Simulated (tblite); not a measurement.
Isomers of C7H11S (doublet state). Computed with GFN2-xTB (tblite): harmonic, unscaled wavenumbers at the GFN2-xTB geometry, gas phase. The method is semi-empirical: single wavenumbers can be off by several per cent or more. One conformer each. Open shells enter through the occupations alone, without spin polarisation, and single modes of such species can be off by tens of per cent.

Electronic energies: GFN2-xTB at the same geometries; isomer energies are rough at this level and their order can be wrong.

| SMILES | electronic energy, lowest = 0 (kJ/mol) |
| --- | --- |
| C=C/[C]=C\CCSC | 9.2 |
| C=[C]/C=C\CCSC | 0.0 |
| [CH2]SCC/C=C\C=C | 10.7 |

**Question.** How do GFN2-xTB zero-point energies change the relative energies?

**Answer.** 
```
          SMILES  ZPE (kJ/mol)  of it from modes above 1550 cm⁻¹  electronic (kJ/mol)  with ZPE, lowest = 0 (kJ/mol)  lowest mode (cm⁻¹)  rings
  C=[C]/C=C\CCSC         401.4                             210.0                  0.0                            0.0                  19      0
  C=C/[C]=C\CCSC         402.3                             210.9                  9.2                           10.0                  31      0
[CH2]SCC/C=C\C=C         404.0                             221.0                 10.7                           13.3                   7      0
```

The zero-point energies span 2.6 kJ/mol, from `C=[C]/C=C\CCSC` to `[CH2]SCC/C=C\C=C`. The order is unchanged.
